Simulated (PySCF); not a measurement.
A PySCF script (with the pyscf-properties extension) for the NMR shieldings of `CNC1[SiH2]C[SiH2]1`, C$_{3}$H$_{11}$NSi$_{2}$, on a GFN2-xTB geometry:

```python
import basis_set_exchange as bse
import numpy as np
from pyscf import gto, dft
from pyscf.prop import nmr

atoms = """
C     2.499755    0.033782    0.248177
N     1.372855   -0.504213   -0.480514
C     0.183237    0.329610   -0.371168
Si   -1.370666   -0.303222   -1.321141
C    -2.337482   -0.138627    0.323865
Si   -0.738195    0.219056    1.323513
H     2.236791    0.076319    1.306295
H     3.358759   -0.624997    0.123377
H     2.783941    1.050110   -0.071956
H     1.627485   -0.611270   -1.459278
H     0.419229    1.377537   -0.635998
H    -1.221056   -1.673365   -1.808051
H    -1.821303    0.564404   -2.416008
H    -2.891992   -1.020163    0.631832
H    -3.044635    0.686935    0.326941
H    -0.754367    1.454311    2.115931
H    -0.309355   -0.904176    2.154272
"""
names = dict.fromkeys(["C", "N", "Si", "H"], "pcSseg-1")
basis = {el: gto.basis.parse(bse.get_basis(n, elements=[el], fmt="nwchem")) for el, n in names.items()}
mol = gto.M(atom=atoms, basis=basis, charge=0, verbose=0)
mf = dft.RKS(mol, xc="PBE0")
mf.grids.level = 2
mf.grids.alignment = dft.numint.BLKSIZE   # the property module wants whole blocks of grid points
mf.conv_tol = 1e-9
mf.kernel()

calc = nmr.RKS(mf)   # GIAO
C = mf.mo_coeff
Co = C[:, mf.mo_occ > 0]
resp = mf.gen_response(singlet=True, hermi=2)
def vind(x):   # induced exchange potential for any number of trial vectors
    d = np.einsum("pi,xij,qj->xpq", C, 2 * x.reshape(-1, C.shape[1], Co.shape[1]), Co, optimize=True)
    return np.einsum("xpq,pi,qj->xij", resp(d - d.transpose(0, 2, 1)), C, Co, optimize=True).ravel()
mo1, _ = nmr.rhf.solve_mo1(calc, with_cphf=vind)
sigma = calc.kernel(mo1)
for i, s in enumerate(sigma):   # ppm
    w = np.linalg.eigvalsh((s + s.T) / 2)
    print("%2d %-2s iso %8.1f  s11 %8.1f  s22 %8.1f  s33 %8.1f" % (i, mol.atom_pure_symbol(i), w.mean(), *w))
```

Problem. What are the results?

Solution. 
```
 0 C  iso    143.6  s11    114.0  s22    132.8  s33    183.9
 1 N  iso    222.7  s11    181.7  s22    216.4  s33    269.9
 2 C  iso    138.8  s11    109.9  s22    126.0  s33    180.6
 3 Si iso    380.3  s11    347.9  s22    363.1  s33    430.1
 4 C  iso    199.1  s11    185.0  s22    205.9  s33    206.3
 5 Si iso    379.2  s11    348.2  s22    361.5  s33    427.9
 6 H  iso     29.6  s11     25.7  s22     28.8  s33     34.3
 7 H  iso     28.8  s11     24.3  s22     26.3  s33     36.0
 8 H  iso     29.5  s11     25.6  s22     27.1  s33     35.8
 9 H  iso     31.8  s11     21.7  s22     32.5  s33     41.2
10 H  iso     28.8  s11     25.3  s22     29.2  s33     32.0
11 H  iso     27.0  s11     24.2  s22     25.4  s33     31.4
12 H  iso     26.8  s11     23.5  s22     24.7  s33     32.1
13 H  iso     31.2  s11     26.9  s22     27.2  s33     39.5
14 H  iso     31.3  s11     27.4  s22     27.6  s33     38.8
15 H  iso     26.8  s11     23.3  s22     25.0  s33     32.0
16 H  iso     27.0  s11     23.7  s22     25.9  s33     31.3
```

These numbers come from an equivalent density-fitted implementation of the same equations, which agrees with the script to about 0.01 ppm for H and up to a few tenths of a ppm for heavy atoms, so last digits may differ.

Size and cost of the density-fitted run: 171 basis functions, 26 s wall time on 1 thread of an Arm Neoverse V1, shared host; peak memory 0.86 GiB.
